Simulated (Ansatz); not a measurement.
Born–Oppenheimer molecular dynamics of BBrH4O (7 atoms, charge 0, multiplicity 1). It starts at the highest image of a converged band, a first-order saddle point between two minima.

Method: Ansatz 0.2.0, RKS PBE0-D4/def2-SVP.

```
ensemble                      : NVE (velocity Verlet)
time step                     : 0.5 fs
steps asked                   : 200
starting velocities drawn for : 100 K
seed                          : 10923
```

Frames 0.5 fs apart, positions in Å, forces in eV/Å.

Velocities at 45 fs (Å/ps):

```
B 2.25 -14.91 3.38
O -2.90 -13.65 0.77
H -1.32 -16.92 5.59
H -15.70 -10.01 1.38
H 3.28 1.03 2.82
Br 0.06 4.58 -0.85
H 30.84 39.79 8.70
```

```xyz
7
Properties=species:S:1:pos:R:3:forces:R:3 time_fs=45 energy_less_start_eV=-0.493 T=863
B 0.001 -0.352 0.289 -0.40 -0.59 -0.48
O -0.142 -0.442 1.626 0.09 -0.03 0.18
H -1.059 -0.476 1.909 -0.11 -0.07 0.00
H 1.108 -0.330 -0.167 0.31 0.08 0.06
H -0.948 -0.505 -0.488 0.17 0.30 0.39
Br 0.121 2.554 0.513 0.28 0.46 0.59
H 0.735 2.632 1.831 -0.33 -0.15 -0.73
7
Properties=species:S:1:pos:R:3:forces:R:3 time_fs=45.5 energy_less_start_eV=-0.484 T=849
B 0.002 -0.360 0.291 -0.58 -0.55 -0.44
O -0.143 -0.449 1.627 0.10 -0.04 0.22
H -1.059 -0.485 1.911 -0.10 -0.06 -0.02
H 1.101 -0.335 -0.166 0.49 0.08 0.01
H -0.946 -0.504 -0.486 0.14 0.28 0.37
Br 0.121 2.556 0.512 0.39 0.47 0.80
H 0.750 2.651 1.835 -0.44 -0.17 -0.94
7
Properties=species:S:1:pos:R:3:forces:R:3 time_fs=46 energy_less_start_eV=-0.474 T=834
B 0.003 -0.367 0.293 -0.72 -0.50 -0.39
O -0.144 -0.456 1.627 0.10 -0.06 0.27
H -1.060 -0.493 1.914 -0.08 -0.06 -0.04
H 1.095 -0.340 -0.165 0.65 0.07 -0.03
H -0.944 -0.502 -0.483 0.10 0.25 0.33
Br 0.121 2.559 0.512 0.48 0.49 0.96
H 0.763 2.671 1.836 -0.52 -0.20 -1.10
7
Properties=species:S:1:pos:R:3:forces:R:3 time_fs=46.5 energy_less_start_eV=-0.467 T=824
B 0.004 -0.375 0.294 -0.82 -0.45 -0.33
O -0.146 -0.463 1.628 0.10 -0.08 0.31
H -1.062 -0.502 1.917 -0.05 -0.05 -0.06
H 1.090 -0.344 -0.164 0.78 0.06 -0.06
H -0.942 -0.500 -0.479 0.04 0.23 0.28
Br 0.121 2.561 0.512 0.54 0.50 1.06
H 0.776 2.689 1.834 -0.58 -0.22 -1.20
7
Properties=species:S:1:pos:R:3:forces:R:3 time_fs=47 energy_less_start_eV=-0.465 T=820
B 0.004 -0.383 0.295 -0.85 -0.39 -0.27
O -0.147 -0.469 1.628 0.09 -0.09 0.35
H -1.063 -0.511 1.919 -0.01 -0.04 -0.09
H 1.087 -0.349 -0.164 0.85 0.05 -0.08
H -0.939 -0.497 -0.475 -0.03 0.19 0.22
Br 0.122 2.563 0.511 0.57 0.51 1.11
H 0.788 2.708 1.830 -0.62 -0.24 -1.24
7
Properties=species:S:1:pos:R:3:forces:R:3 time_fs=47.5 energy_less_start_eV=-0.467 T=824
B 0.005 -0.391 0.297 -0.82 -0.33 -0.22
O -0.149 -0.476 1.629 0.08 -0.11 0.39
H -1.064 -0.520 1.922 0.02 -0.03 -0.11
H 1.086 -0.353 -0.163 0.87 0.04 -0.08
H -0.937 -0.494 -0.470 -0.11 0.16 0.15
Br 0.122 2.566 0.511 0.58 0.52 1.10
H 0.797 2.726 1.823 -0.63 -0.25 -1.23
7
Properties=species:S:1:pos:R:3:forces:R:3 time_fs=48 energy_less_start_eV=-0.476 T=837
B 0.005 -0.399 0.298 -0.73 -0.26 -0.19
O -0.150 -0.483 1.629 0.08 -0.14 0.42
H -1.066 -0.529 1.924 0.04 -0.02 -0.13
H 1.087 -0.357 -0.163 0.84 0.02 -0.06
H -0.934 -0.491 -0.465 -0.18 0.13 0.08
Br 0.122 2.568 0.511 0.56 0.52 1.04
H 0.806 2.743 1.813 -0.61 -0.25 -1.17
7
Properties=species:S:1:pos:R:3:forces:R:3 time_fs=48.5 energy_less_start_eV=-0.489 T=856
B 0.005 -0.407 0.299 -0.59 -0.19 -0.16
O -0.151 -0.490 1.630 0.08 -0.16 0.44
H -1.067 -0.538 1.925 0.06 -0.01 -0.14
H 1.091 -0.361 -0.163 0.75 0.00 -0.02
H -0.933 -0.487 -0.460 -0.25 0.10 0.00
Br 0.122 2.571 0.510 0.51 0.51 0.93
H 0.813 2.759 1.800 -0.56 -0.25 -1.05
7
Properties=species:S:1:pos:R:3:forces:R:3 time_fs=49 energy_less_start_eV=-0.504 T=879
B 0.005 -0.415 0.300 -0.42 -0.12 -0.15
O -0.153 -0.497 1.631 0.10 -0.18 0.45
H -1.068 -0.548 1.927 0.06 0.00 -0.15
H 1.095 -0.365 -0.163 0.62 -0.02 0.04
H -0.932 -0.483 -0.455 -0.32 0.07 -0.07
Br 0.122 2.573 0.510 0.43 0.49 0.77
H 0.818 2.775 1.784 -0.48 -0.23 -0.88
7
Properties=species:S:1:pos:R:3:forces:R:3 time_fs=49.5 energy_less_start_eV=-0.518 T=902
B 0.005 -0.423 0.302 -0.22 -0.05 -0.15
O -0.154 -0.504 1.632 0.12 -0.20 0.45
H -1.069 -0.557 1.928 0.05 0.01 -0.15
H 1.102 -0.370 -0.163 0.46 -0.04 0.10
H -0.931 -0.478 -0.450 -0.37 0.04 -0.13
Br 0.122 2.575 0.510 0.32 0.45 0.56
H 0.823 2.791 1.766 -0.36 -0.21 -0.67
7
Properties=species:S:1:pos:R:3:forces:R:3 time_fs=50 energy_less_start_eV=-0.530 T=919
B 0.005 -0.431 0.303 -0.02 0.02 -0.17
O -0.155 -0.511 1.633 0.16 -0.22 0.44
H -1.070 -0.566 1.929 0.03 0.01 -0.15
H 1.110 -0.374 -0.163 0.28 -0.07 0.17
H -0.932 -0.474 -0.445 -0.40 0.02 -0.18
Br 0.122 2.578 0.510 0.18 0.41 0.30
H 0.826 2.805 1.747 -0.22 -0.17 -0.41
7
Properties=species:S:1:pos:R:3:forces:R:3 time_fs=50.5 energy_less_start_eV=-0.536 T=929
B 0.004 -0.440 0.304 0.17 0.09 -0.19
O -0.157 -0.518 1.633 0.20 -0.24 0.42
H -1.071 -0.575 1.929 0.00 0.02 -0.14
H 1.118 -0.378 -0.162 0.09 -0.10 0.23
H -0.933 -0.470 -0.440 -0.42 0.00 -0.22
Br 0.123 2.580 0.510 0.02 0.35 0.01
H 0.829 2.820 1.727 -0.06 -0.11 -0.11
```

Of the whole run (100 fs, mean temperature of the second half 915 K): The conserved energy stayed within 0.074 meV per atom of its start (net change -0.041 meV per atom), so the integration is sound. The kinetic energy rose, since the run started high on the potential surface and went downhill. It ends in pieces (BH3O + BrH), so much of that is their flight and rotation, not heat. A run of 0.1 ps of so small a system gives no equilibrium averages. The orbitals stay closed-shell, which can raise the energy where a bond breaks towards radicals; this wasn't checked here.

Run time: 5 min on 2 threads of Arm Neoverse V1 (shared host), peak memory 0.18 GiB.
